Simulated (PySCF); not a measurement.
A run for PySCF: R-HF/3-21G on CH7BN2 (SMILES CB(N)N), a point of a torsion scan.

```python
from pyscf import gto, scf, dft, mp
from pyscf.data.elements import chemcore

mol = gto.M(
    atom='''
    C    -1.17316600   -0.75297673    0.08230970
    B     0.04126430    0.26520286   -0.08694055
    N     1.26135094    0.01182059    0.56236423
    N    -0.09353740    1.41666372   -0.87931319
    H    -1.46654682   -0.84568611    1.12599852
    H    -0.90148570   -1.75039259   -0.25715855
    H    -2.05389239   -0.44789595   -0.47678119
    H     2.06299052    0.61333642    0.49698951
    H     1.41681387   -0.79246533    1.14099572
    H    -0.93720527    1.65255549   -1.36760335
    H     0.64247931    2.08671948   -1.01540602
    ''',
    basis='3-21g',
    charge=0, spin=0, verbose=3, max_memory=1800)
mf = scf.RHF(mol)
mf.conv_tol = 1e-8
mf.max_cycle = 100
mf.kernel()
if not mf.converged:
    mf = mf.newton().run(mf.mo_coeff, mf.mo_occ)
```

Output:

```
converged SCF energy = -174.666122612142
```

Self-consistency was reached.

Cost: very roughly 0.3 core-seconds.
